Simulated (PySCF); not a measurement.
## SnF under electron impact: the energy ladder

CCSD(T) in PySCF with def2-TZVPPD on every atom (core potentials on Sn), for the lowest determinant that a PBE0 search found; no spin–orbit coupling.

```
species  state (unpaired electrons)  Re (Å)  ωe (cm⁻¹)  energy of the minimum from the neutral (eV)  De (eV)  dissociates to
    SnF               doublet (π ↑)   1.949        578                                         0.00     4.85          Sn + F
   SnF⁺      singlet (closed shell)   1.875        693                                         7.03     5.08         Sn⁺ + F
   SnF⁻              triplet (π ↑↑)   2.042        451                                        -1.15     2.75         Sn + F⁻
```

Task: Work out the lowest energy to break SnF into atoms, from its vibrational ground state.

Result: D0 = De − ωe/2 = 4.85 − 0.04 = 4.81 eV (CCSD(T)/def2-TZVPPD).

Task: Work out the ionisation energy of the Sn atom at this level and the threshold of dissociative ionisation.

Result: IE(Sn) = 7.03 + 5.08 − 4.85 = 7.26 eV, so Sn⁺ + F + e⁻ appears at D0 + IE(Sn) = 12.07 eV (CCSD(T)/def2-TZVPPD). The measured IE(Sn) is 7.344 eV (NIST ASD).

Task: Work out the electron affinity of the F atom and the threshold of dissociative attachment.

Result: EA(F) = 4.85 − 2.75 − (-1.15) = 3.25 eV, so Sn + F⁻ needs D0 − EA(F) = 1.56 eV (CCSD(T)/def2-TZVPPD). The measured EA(F) is 3.401 eV.

Task: At which energy does ion-pair formation open?

Result: Sn⁺ + F⁻ lies at D0 + IE(Sn) − EA(F) = 8.82 eV (CCSD(T)/def2-TZVPPD).

These are thermodynamic thresholds; the onsets seen under electron impact lie higher where the geometry changes, and cross-sections peak well above them.

Correlated steps freeze 5 core orbitals. Spin–orbit coupling is left out, which matters for elements this heavy, above all for dissociation energies. For an ion De counts to the pair picked by the measured ionisation energies or electron affinities, which need not be the lowest pair at this level. Where the molecule has an RHF reference, its open-shell atoms are computed with UHF. States were picked by a PBE0 search and need not be the measured ground states.
